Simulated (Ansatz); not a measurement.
C₄H₁₀Mg (SMILES C[C](C)(C)[MgH]), singlet, geometry from GFN2-xTB (such geometries of metal compounds can be far from the true shape), atoms displaced at random by about 0.08 Å a coordinate; Ansatz (an electronic-structure program) with B3LYP/STO-3G, gradient.

Ansatz was given this input:
Ansatz 0.2 input:
```yaml
crystal:
  periodic: [false, false, false]
  atoms:
    - {symbol: Mg, position_ang: [-1.34079464, 0.83913496, -0.61179012]}
    - {symbol: H, position_ang: [-3.11070324, 0.88397477, -0.06325103]}
    - {symbol: C, position_ang: [0.43878689, 0.03272641, 0.03830904]}
    - {symbol: C, position_ang: [-0.07518838, -1.75207813, 0.07544827]}
    - {symbol: C, position_ang: [1.60928263, -0.11778839, -0.72649906]}
    - {symbol: C, position_ang: [0.54043165, 0.47352746, 1.67304706]}
    - {symbol: H, position_ang: [0.55726785, -2.03239226, 0.76646165]}
    - {symbol: H, position_ang: [-0.33059359, -2.10071768, -0.89973082]}
    - {symbol: H, position_ang: [-1.26998135, -1.61158468, 0.67804416]}
    - {symbol: H, position_ang: [1.61820837, -0.47922166, -1.83994131]}
    - {symbol: H, position_ang: [2.07493633, 1.05292353, -0.86451211]}
    - {symbol: H, position_ang: [2.36303674, -0.54053991, -0.25538623]}
    - {symbol: H, position_ang: [0.84585127, 1.54699428, 1.44972307]}
    - {symbol: H, position_ang: [-0.34143027, 0.50721233, 2.02952032]}
    - {symbol: H, position_ang: [1.15761530, -0.25587623, 1.93941488]}
basis:
  gaussian:
    orbitals: STO-3G
hamiltonian:
  xc: b3lyp
output: {forces: true}
```

What the program printed (banner, timings and long lists left out):

```
Functional definition: B3LYP
507 factors; integrals over basis functions are off by at most 1.7e-4 eV
mean field evaluation 1: about -9627.7522 eV, gradient 2.2e1 eV
mean field evaluation 2: about -9627.7426 eV, gradient 2.3e1 eV
mean field evaluation 4: about -9629.6626 eV, gradient 1.4e0 eV
mean field evaluation 8: about -9629.7362 eV, gradient 4.1e-2 eV
mean field -9629.73625267 eV, -353.8862800160 hartree, gradient 7.2e-5 eV, S^2 0.000000; 0 other end points of the search recorded, 0 dependent functions left out
the calculation of the forces begins
reference -9629.73646685 eV, -353.8862878868 hartree; 23, 23 occupied and 16, 16 virtual orbitals, 507 factors
Total energy: -9629.73646685 eV, -353.8862878868 hartree
Atom 0 at    -1.340795     0.839135    -0.611790 Å, force    -2.402283    -0.711953     1.854962 eV/Å
Atom 1 at    -3.110703     0.883975    -0.063251 Å, force     3.168664     0.169855    -1.348679 eV/Å
Atom 2 at     0.438787     0.032726     0.038309 Å, force    -8.608556    -3.588286     2.100578 eV/Å
Atom 3 at    -0.075188    -1.752078     0.075448 Å, force    -9.558651     9.116910     0.360676 eV/Å
Atom 4 at     1.609283    -0.117788    -0.726499 Å, force     2.843188     8.033209    -7.047756 eV/Å
Atom 5 at     0.540432     0.473527     1.673047 Å, force     4.841283     4.413799   -10.579046 eV/Å
Atom 6 at     0.557268    -2.032392     0.766462 Å, force     4.359298    -3.702004     3.728120 eV/Å
Atom 7 at    -0.330594    -2.100718    -0.899731 Å, force     0.895881    -1.234564    -0.980057 eV/Å
Atom 8 at    -1.269981    -1.611585     0.678044 Å, force     4.565622    -1.112352    -2.138524 eV/Å
Atom 9 at     1.618208    -0.479222    -1.839941 Å, force    -0.824952     0.283429     2.345696 eV/Å
Atom 10 at     2.074936     1.052924    -0.864512 Å, force    -1.031989    -3.402286     0.116684 eV/Å
Atom 11 at     2.363037    -0.540540    -0.255386 Å, force     5.024132    -3.473688     2.916168 eV/Å
Atom 12 at     0.845851     1.546994     1.449723 Å, force     0.799963    -1.480345     1.765113 eV/Å
Atom 13 at    -0.341430     0.507212     2.029520 Å, force    -7.967877    -0.372969     3.683835 eV/Å
Atom 14 at     1.157615    -0.255876     1.939415 Å, force     3.896277    -2.938756     3.222231 eV/Å
Dipole moment:     0.068235     0.373333    -0.509376 e Å
```
